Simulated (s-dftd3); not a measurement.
C4NiO4, singlet, geometry from GFN2-xTB (such geometries of metal compounds can be far from the true shape); D3(zero) for b97d (s-dftd3).

Here is a job for s-dftd3.
```
$ s-dftd3 mol.xyz --zero b97d --json dftd3.json --noedisp --grad

# file mol.xyz
9

Ni    -0.00003582    -0.00773716     0.01960940
O      1.93923716     1.49032821    -1.61885180
C      1.19284818     0.91499975    -0.99111156
O      1.44317332    -1.42618256     2.16326098
C      0.88547197    -0.88079153     1.34248493
O     -1.42199832    -1.96263108    -1.66803699
C     -0.87547925    -1.21207300    -1.01987292
O     -1.94751852     1.86910439     1.19287458
C     -1.19927282     1.14744715     0.74402434
```

### Question
Predict the main parts of the log of this s-dftd3 run.

### Answer

```
-----------------------------------
 s i m p l e   D F T - D 3  v1.4.0
-----------------------------------

Zero (Chai-Head-Gordon) damping: b97d-D3(0)
--------------------
  s6         1.0000
  s8         0.9090
  s9         0.0000
 rs6         0.8920
 rs8         1.0000
 alp        14.0000
--------------------

Dispersion energy:      -8.7205785031342E-03 Eh

Gradient norm:           8.1628203306649E-04 Eh/a0
--------------------------------------------------
     #    Z           dE/dx      dE/dy      dE/dz
--------------------------------------------------
     1   28 Ni    2.753E-06  3.400E-07 -1.932E-06
     2    8 O    -8.246E-05 -6.284E-05  6.766E-05
     3    6 C    -2.549E-04 -1.987E-04  2.208E-04
     4    8 O    -6.309E-05  6.020E-05 -8.916E-05
     5    6 C    -1.853E-04  1.863E-04 -2.861E-04
     6    8 O     6.042E-05  8.251E-05  7.105E-05
     7    6 C     1.856E-04  2.576E-04  2.235E-04
     8    8 O     8.299E-05 -8.013E-05 -4.835E-05
     9    6 C     2.540E-04 -2.452E-04 -1.575E-04
--------------------------------------------------

Virial:
--------------------------------------------------
      component           x          y          z
--------------------------------------------------
          x      -2.709E-03  3.043E-07 -2.042E-06
          y       3.043E-07 -2.703E-03  1.230E-06
          z      -2.042E-06  1.230E-06 -2.696E-03
--------------------------------------------------

[Info] JSON dump of results written to 'dftd3.json'
```
